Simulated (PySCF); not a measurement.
C₂H₅BrCd. Atoms are numbered in the order given.

```xyz
9

Cd     0.1809     0.4005     0.0000
Br    -0.1562    -2.0099     0.0000
C      0.4742     2.5005     0.0000
C     -0.8033     3.3305     0.0000
H      1.0946     2.7253    -0.8824
H      1.0946     2.7253     0.8824
H     -1.4282     3.1367     0.8857
H     -1.4282     3.1367    -0.8857
H     -0.5748     4.4106     0.0000
```

Coordinates come from a PBE0-D3(BJ)/def2-SVP optimisation. The def2 effective core potentials stand for the cores of Cd; spin–orbit coupling is left out. Other conformers were not sampled.

All values below come from PBE/def2-TZVP (PySCF).

ESP charges are fitted to the potential on shells at 1.4 to 2.0 van der Waals radii. Atomic charges (e):

```tsv
atom	ESP fit	Mulliken	Löwdin
Cd1	0.38	0.55	…
Br2	-0.34	-0.39	…
C3	-0.02	-0.41	-0.55
C4	-0.12	-0.37	-0.37
H5	0.00	0.13	0.13
H6	0.00	0.13	0.13
H7	0.03	0.12	…
H8	0.03	0.12	…
H9	0.04	0.12	…
```

Q: What belongs in the gaps? (An estimate is asked for; the answer gives what the named calculation found.)

A: 
- Cd1, Löwdin: 0.53
- Br2, Löwdin: -0.21
- H7, Löwdin: 0.12
- H8, Löwdin: 0.12
- H9, Löwdin: 0.12
